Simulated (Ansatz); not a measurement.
A nudged elastic band was laid between two geometries of FH$_{4}$NOSi (8 atoms, charge 0, multiplicity 1).

Level of theory: RKS PBE0-D4/def2-SVP in Ansatz 0.2.0.

* movable images: 5
* climbing image: yes
* spring: 5.0 eV/Å²
* optimiser: quadratic models (default)
* start path: through a guess of the saddle point
* force threshold: 0.2 eV/Å
* iteration limit: 60
* end points: relaxed

Initial state:

```xyz
8
Properties=species:S:1:pos:R:3
Si 0.095 0.032 0.239
H -0.412 -0.135 1.620
O 1.734 0.184 0.099
H 2.223 -0.640 0.014
N -0.599 1.418 -0.443
H -1.520 1.745 -0.183
H -0.258 1.833 -1.302
F -0.275 -1.366 -0.518
```

Final state:

```xyz
8
Properties=species:S:1:pos:R:3
Si -0.860 0.077 0.346
H 1.508 -0.419 1.713
O 1.419 0.021 0.857
H 1.560 -0.679 0.201
N -0.821 1.412 -0.738
H -0.359 1.416 -1.644
H -1.197 2.318 -0.487
F -0.262 -1.076 -0.722
```

Task: Which bonds break or form, and what moves?

Result: Bonds broken: Si1–H2, Si1–O3. Bonds formed: H2–O3. FH4NOSi becomes FH2NSi + H2O.

Task: Give the energies along the band, and the barrier.

Result: The run converged. The highest image is number 4 of 0 to 6, 319.5 kJ/mol above the first end and 118.8 kJ/mol above the last; the last end lies 200.7 kJ/mol above the first. The threshold of 0.2 eV/Å is loose, so the images may lie well off the minimum-energy path. Neighbouring images differ by up to 3.0 eV, so the band resolves the path poorly. The order of the point at the top wasn't checked. The orbitals stay closed-shell, which can raise the energy where a bond breaks towards radicals; this wasn't checked here.

```json
{"image": "0", "path coordinate (Å)": "0.00", "energy (kJ/mol)": "0.0", "Si1–H2 (Å)": "1.48", "Si1–O3 (Å)": "1.65", "H2–O3 (Å)": "2.65"}
{"image": "1", "path coordinate (Å)": "0.97", "energy (kJ/mol)": "4.1", "Si1–H2 (Å)": "1.49", "Si1–O3 (Å)": "1.65", "H2–O3 (Å)": "2.59"}
{"image": "2", "path coordinate (Å)": "1.94", "energy (kJ/mol)": "6.1", "Si1–H2 (Å)": "1.49", "Si1–O3 (Å)": "1.65", "H2–O3 (Å)": "2.55"}
{"image": "3", "path coordinate (Å)": "2.91", "energy (kJ/mol)": "34.4", "Si1–H2 (Å)": "1.48", "Si1–O3 (Å)": "1.66", "H2–O3 (Å)": "2.31"}
{"image": "4", "path coordinate (Å)": "3.88", "energy (kJ/mol)": "319.5", "Si1–H2 (Å)": "1.61", "Si1–O3 (Å)": "1.88", "H2–O3 (Å)": "1.30"}
{"image": "5", "path coordinate (Å)": "4.57", "energy (kJ/mol)": "213.5", "Si1–H2 (Å)": "2.31", "Si1–O3 (Å)": "2.23", "H2–O3 (Å)": "0.97"}
{"image": "6", "path coordinate (Å)": "5.26", "energy (kJ/mol)": "200.7", "Si1–H2 (Å)": "2.78", "Si1–O3 (Å)": "2.34", "H2–O3 (Å)": "0.97"}
```

Task: What is the geometry of the highest image?

Result: 
```xyz
8
Properties=species:S:1:pos:R:3
Si -0.250 0.133 0.412
H 0.988 0.051 1.441
O 1.623 -0.032 0.312
H 1.878 -0.963 0.208
N -0.792 1.417 -0.571
H -0.919 1.310 -1.572
H -0.947 2.355 -0.229
F -0.593 -1.201 -0.475
```

The band took 14 iterations and about 3 core-minutes.

Time of the run: 3 min on 1 thread of Arm Neoverse V1, with other jobs on the host, peak memory 0.15 GiB.
